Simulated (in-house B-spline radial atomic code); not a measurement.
# RPA and G0W0 on LDA exchange-only: Tl III (Tl2+)

Configuration [Xe] 4f14 5d10 6s1, highest spin, mean-field start LDA exchange-only. Computed with a B-spline radial code for spherical atoms: all electrons, scalar-relativistic (spin-free one-electron X2C), finite nucleus, each spin shell either full or empty, empty states to l = 9 with an (l + 1/2)⁻⁴ tail; G0W0 by contour deformation at full frequency.

Without the two-electron picture change, the correlation of inner shells comes somewhat too large for so heavy an element.

RPA overbinds a lone outer s electron by self-correlation, and G0W0 tends to as well.

Command:
```bash
python run_gw.py task.json out
```
Settings (radii: box in bohr, nucleus in fm):
```
Z                        81
electrons                79
configuration            [Xe] 4f14 5d10 6s1
hamiltonian              x2c
method                   lda,
lmax                     9
rms_radius               5.4759
spin_polarised           True
box_radius               17.55
intervals                68
ion_configuration        [Xe] 4f14 5d10
```

Time taken, with all properties: 25 s on 1 thread of Arm Neoverse N1 (shared host).

Energies (hartree):

```csv
term,value
mean-field total,-20228.14435
Hartree-Fock functional on these orbitals,-20242.82951
direct second order,-8.2215
second-order exchange,2.033
SOSEX correction,1.9031
```

Problem. What is the RPA correlation energy, and what remains with SOSEX?

Solution. RPA gives -7.1671 hartree (-2.47 eV per electron); RPA + SOSEX gives -5.264, and the second-order doubles -6.1884 hartree (no singles). SOSEX takes back 27 % of the RPA value.

Quasi-particle levels (eV):

```json
{"level": "6s up", "occupied": "yes", "mean field": "-25.016", "Σx - vxc": "-3.90", "Σc": "?", "QP weight": "?", "G0W0": "?"}
{"level": "6s down", "occupied": "no", "mean field": "-23.787", "Σx - vxc": "5.71", "Σc": "-2.93", "QP weight": "0.938", "G0W0": "-21.011"}
```

G0W0 = mean field + (Σx - vxc) + Σc, with Σc (partial-wave tail included) taken at the quasi-particle energy. Only the outer levels were computed. Levels of low weight are left out.

Problem. Where does G0W0 put 6s up?

Solution. At -30.71 eV, with Σc = -1.79 eV and a quasi-particle weight of 0.940. The tabulated removal energy is 29.852 eV (NIST, measured); the calculation leaves out spin-orbit coupling, Breit and QED terms, and what these don't explain is the method's own error.

Problem. What does it cost to remove one electron (to [Xe] 4f14 5d10) by differences of total energies, each species on its own start (correlation terms add to the Hartree-Fock functional)?

Solution. LDA exchange-only 29.552 eV, Hartree-Fock functional 28.140 eV, + RPA 30.43 eV, + RPA + SOSEX 29.687 eV, + second order 31.13 eV. Tabulated: 29.852 eV (NIST, measured); the calculation leaves out spin-orbit coupling, Breit and QED terms, and what these don't explain is the method's own error.
